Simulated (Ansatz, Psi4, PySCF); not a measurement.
diboron tetrafluoride (B2F4), singlet, at a GFN2-xTB geometry. Base run: PySCF with PBE/6-311G**.

PySCF was given this input:
```python
from pyscf import gto, scf, dft

mol = gto.M(
    atom='''
F    -1.57687192   -0.88397762    0.67596973
B    -0.85633163   -0.05002954   -0.04294302
F    -1.59357022    0.69875058   -0.83495995
B     0.85633163    0.05002954    0.04294302
F     1.66879536   -0.66020456   -0.71002010
F     1.50164678    0.84543160    0.86901032
''',
    basis='6-311g**',
    verbose=4,
)

mf = dft.RKS(mol)
mf.xc = 'pbe'
mf.kernel()
```

The same geometry, method and basis name were run in Ansatz (a program for electronic structure) and Psi4 and PySCF, at each program's defaults and at the settings that a row names. The base is PySCF at its defaults. Differences at the defaults can come from grids, fitting, cores and function types together.

```csv
code and settings,ΔE vs base (µEh),basis functions,E (Eh),SCF cycles
"PySCF, defaults (exact integrals, its default grid, spherical functions)",0.0,108,-448.96261,9
"Psi4, defaults (density fitting with its default set, its default grid, spherical functions)",-61.2,108,-448.96267,7
"Ansatz, defaults (factorised integrals, its default grid, spherical functions)",-4.6,108,-448.96262,-
"PySCF, density fitting with def2-universal-jkfit",-95.8,108,-448.96271,9
"PySCF, fine grid",-4.6,108,-448.96262,8
"Psi4, exact integrals, spherical functions, fine grid",-1.7,108,-448.96261,9
"Ansatz, high accuracy",-4.5,108,-448.96262,-
```
